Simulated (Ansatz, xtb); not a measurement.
**C4H6B2S: which of two isomers lies lower**

We compare I, `Bc1ccc(B)s1`, a singlet, with II, `Bc1csc(B)c1`, a singlet. Both are isolated molecules in the gas phase, relaxed with PBE-D3(BJ)/def2-SVP; the shapes shown needn't be the lowest conformers.

I (Å):

```json
{"atom": "C", "x (Å)": "-1.1742", "y (Å)": "0.0834", "z (Å)": "0.3641"}
{"atom": "C", "x (Å)": "-0.1214", "y (Å)": "0.2032", "z (Å)": "-0.5703"}
{"atom": "C", "x (Å)": "0.8412", "y (Å)": "-0.8162", "z (Å)": "-0.4689"}
{"atom": "C", "x (Å)": "0.5644", "y (Å)": "-1.7577", "z (Å)": "0.5474"}
{"atom": "B", "x (Å)": "-2.3940", "y (Å)": "0.9888", "z (Å)": "0.5627"}
{"atom": "B", "x (Å)": "1.3682", "y (Å)": "-2.9951", "z (Å)": "0.9593"}
{"atom": "S", "x (Å)": "-0.9152", "y (Å)": "-1.3243", "z (Å)": "1.3511"}
{"atom": "H", "x (Å)": "-3.2174", "y (Å)": "0.7430", "z (Å)": "1.4221"}
{"atom": "H", "x (Å)": "-2.5284", "y (Å)": "1.9618", "z (Å)": "-0.1547"}
{"atom": "H", "x (Å)": "-0.0860", "y (Å)": "1.0280", "z (Å)": "-1.2967"}
{"atom": "H", "x (Å)": "1.7343", "y (Å)": "-0.8998", "z (Å)": "-1.1048"}
{"atom": "H", "x (Å)": "0.9882", "y (Å)": "-3.7101", "z (Å)": "1.8657"}
{"atom": "H", "x (Å)": "2.3970", "y (Å)": "-3.2541", "z (Å)": "0.3645"}
```

II (Å):

```yaml
atoms:
  - { symbol: C, position_ang: [-1.2658, -0.8964, 0.3389] }
  - { symbol: C, position_ang: [-1.0996, -1.2407, -1.0194] }
  - { symbol: C, position_ang: [1.0990, -0.6574, 0.0469] }
  - { symbol: C, position_ang: [0.0055, -0.5705, 0.9135] }
  - { symbol: B, position_ang: [-2.6260, -0.8859, 1.0538] }
  - { symbol: B, position_ang: [2.5750, -0.3870, 0.3140] }
  - { symbol: S, position_ang: [0.5196, -1.1645, -1.5435] }
  - { symbol: H, position_ang: [-2.6974, -0.5776, 2.2287] }
  - { symbol: H, position_ang: [-3.6372, -1.1861, 0.4463] }
  - { symbol: H, position_ang: [-1.8981, -1.5357, -1.7146] }
  - { symbol: H, position_ang: [2.9107, -0.0409, 1.4308] }
  - { symbol: H, position_ang: [3.4073, -0.5117, -0.5637] }
  - { symbol: H, position_ang: [0.1291, -0.2701, 1.9647] }
```

Energies in hartree; the thermal terms are from GFN2-xTB frequencies at re-optimised GFN2-xTB minima (ideal gas, soft modes damped towards free rotors, one conformer each, 298.15 K, 1 atm) and include the zero-point energy:

|  | I | II |
| --- | --- | --- |
| E, CCSD(T)/def2-SVP | −602.463332 | −602.460803 |
| E, MP2/def2-SVP | −602.371878 | −602.367460 |
| E, MP2/def2-TZVPP | −602.921278 | −602.916653 |
| zero-point energy | 0.086287 | 0.086222 |
| H(298 K) − E | 0.094886 | 0.094773 |
| G(298 K) − E | 0.055528 | 0.054855 |

Correct the CCSD(T) difference for the basis set by the MP2 change, then work out ΔE, ΔE₀, ΔH and ΔG for I → II in kJ/mol (1 Eh = 2625.50 kJ/mol) and the equilibrium ratio [II]/[I].

1. Differences II − I: CCSD(T) +0.002529, MP2 in the small set +0.004418, MP2 in the large set +0.004625 Eh.
2. ΔE = +0.002529 + (+0.004625 − (+0.004418)) = +0.002736 Eh = +7.18 kJ/mol.
3. ΔE₀ = ΔE + ΔZPE = +0.002736 + (−0.000065) Eh = +7.01 kJ/mol.
4. ΔH = ΔE + (−0.000113) Eh = +6.89 kJ/mol.
5. ΔG = ΔE + (−0.000673) Eh = +5.42 kJ/mol, so ΔS = (ΔH − ΔG)/T = +4.9 J/(mol K).
6. kT = 0.9442 mEh, so K = [II]/[I] = exp(−ΔG/kT) = exp(−2.18) ≈ 0.11.

Structure I is favoured at this temperature. An error of 4 kJ/mol in ΔG would change K by a factor of 5. HF/STO-3G gave ΔE the other sign. Mirror images and further conformers aren't counted.

As drawn, both hold the same kinds of bond in the same numbers.

Other levels gave ΔE = +6.1 (GFN2-xTB); −3.2 (HF/STO-3G, GFN2-xTB geometries); +9.5 (r2SCAN-D4/def2-SVP, GFN2-xTB geometries); +9.0 (PBE-D3(BJ)/def2-SVP); +0.3 (HF/def2-SVP); +11.6 (MP2/def2-SVP); +6.6 (CCSD(T)/def2-SVP) kJ/mol. The correlated steps freeze 11 core orbitals. Programs: Ansatz 0.2.0, xtb 6.7.1.
